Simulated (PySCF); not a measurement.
CH7ClOSi3, SMILES O[C@H]1[SiH2][Si@@H](Cl)[SiH2]1.

Geometry: PBE-D3(BJ)/def2-SVP. The structure was generated by enumeration; whether it is a known compound was not checked. The values are those of a single conformer.

Level of theory: PBE/def2-TZVP in PySCF.

| Property | Result |
|---|---|
| total energy | -1445.55404 hartree |
| highest occupied level | -6.21 eV |
| lowest empty level | -2.06 eV |
| orbital gap | 4.15 eV |
| dipole moment | 2.06 D |
| quadrupole, principal values (traceless, Buckingham form, about the centre of nuclear charge) | -4.29, -2.72, 7.02 D·Å |
| mean static polarisability | 116.6 bohr³ (17.27 Å³) |
| polarisability, principal values | 103.9, 121.4, 124.3 bohr³ |
